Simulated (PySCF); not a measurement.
Heteronuclear NMR

Atoms are numbered as in `[F:1][C:2]([F:3])([F:4])[C:5]1=[CH:6][C@@H:7]2[CH2:8][CH2:9][C@H:10]1[CH2:11]2`; H(Xn) means a hydrogen on atom n. Ha(C8), Ha(C9) are cis to C5 on the ring; Ha(C11) is cis to C8 on the ring; Hb(C8), Hb(C9) are trans to C5 on the ring; Hb(C11) is trans to C8 on the ring.

PySCF calculation with J couplings at B3LYP/pcJ-1 (spin–dipole term only in couplings to heteroatoms), shielding tensors at PBE0/pcSseg-1 (GIAO) and geometry: PBE0-D3(BJ)/def2-SVP; relativity neglected, isolated molecule, fast rotation and ring inversion assumed for equivalent nuclei, a single conformation.

Q: What are the ¹⁹F shifts?

A: 
| atoms | environment | σ (ppm) | δ (ppm) |
| --- | --- | --- | --- |
| F1/F3/F4 | fluorine of a CF3 group | 259.6 | -68.9 |

Shieldings were converted by a linear fit to measured shifts: ¹⁹F (scatter 6.9 ppm rms, 7.7 ppm with the 5 outliers that the fit left out vs CFCl3, solution or neat liquid, with a term for F on sp3 carbon). Occasional misses reach two or three times the rms, and more in compound classes unlike the fitted ones. Couplings are scaled by factors fitted to measured values: ²J(H,H) × 0.91 (rms 0.6 Hz), ³J(H,H) × 0.91 (rms 0.4 Hz, 0.5 with 2 outliers), ¹J(C,F) × 0.77 (rms 7.3 Hz), ²J(C,F) × 1.09 (rms 1.9 Hz, 5.0 with 1 outliers), ³J(C,F) × 1.48 (rms 1.3 Hz); all others are unscaled and can be 10–30 % off.

Couplings (the largest are listed; each averaged over equivalent pairs): ¹J(F1,C2) = -255.8 Hz, ²J(F1,F3) = 77.6 Hz, ²J(F1,C5) = 39.4 Hz, ³J(F1,C6) = 7.6 Hz, ³J(F1,C10) = 1.3 Hz.

On a 500 MHz spectrometer ¹⁹F resonates near 470.5 MHz, so 1 ppm is 470.5 Hz.
